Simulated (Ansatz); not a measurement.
`BN(B)C` + `[NH2][AlH2]` → `B[NH][AlH2]` + `BNC` at 298.15 K and 1 bar (ligand exchange at a B–N bond).

Program: Ansatz. Geometries: PBE0-D4/def2-TZVP. ΔE: electronic, gas phase. CBS: MP2 limit from def2 TZ/QZ plus the TZ coupled-cluster correction, frozen cores. This one scheme is used for every species.

```tsv
species	CCSD(T)/CBS energy (Eh)	H − E (kJ/mol)	S (J/(mol·K))
`BN(B)C`	-146.59307	248.1	306.3
`[NH2][AlH2]`	-299.14566	115.0	251.7
`B[NH][AlH2]`	-324.56557	151.1	289.3
`BNC`	-121.18426	215.2	268.0
```

H − E and S are ideal-gas, rigid-rotor, harmonic terms from PBE0-D4/def2-TZVP. 1 Eh = 2625.50 kJ/mol, R = 8.31446 J/(mol·K).

Problem. By hand: ΔE, ΔH, ΔS and ΔG.

Solution. ΔE = (-324.56557) + (-121.18426) − (-146.59307) − (-299.14566) = -0.01110 Eh = -29.1 kJ/mol. Δ(H − E) = 151.1 + 215.2 − 248.1 − 115.0 = 3.2, so ΔH = -25.9 kJ/mol. ΔS = 289.3 + 268.0 − 306.3 − 251.7 = -0.7 J/(mol·K). ΔG = -25.9 − 298.15 × (-0.7)/1000 = -25.7 kJ/mol.

Problem. By hand: the equilibrium constant, and the temperature at which ΔG would vanish if ΔH and ΔS stayed fixed.

Solution. log₁₀ K = −ΔG/(RT ln 10) = 4.5. ΔG = 0 at ΔH/ΔS = 37000 K, far beyond where these terms or the molecules hold.

The number of gas molecules stays the same, so ΔS is small and ΔH decides. A doubt of 5 kJ/mol in ΔE shifts log₁₀ K by 0.9 here. Modes under 60 cm⁻¹, often nearly free rotors, make the harmonic entropy too high. These are equilibria of isolated gas molecules and say nothing of rates. Largest T1 diagnostic: 0.012 (customary marks: 0.02 for closed shells, 0.045 for open ones).
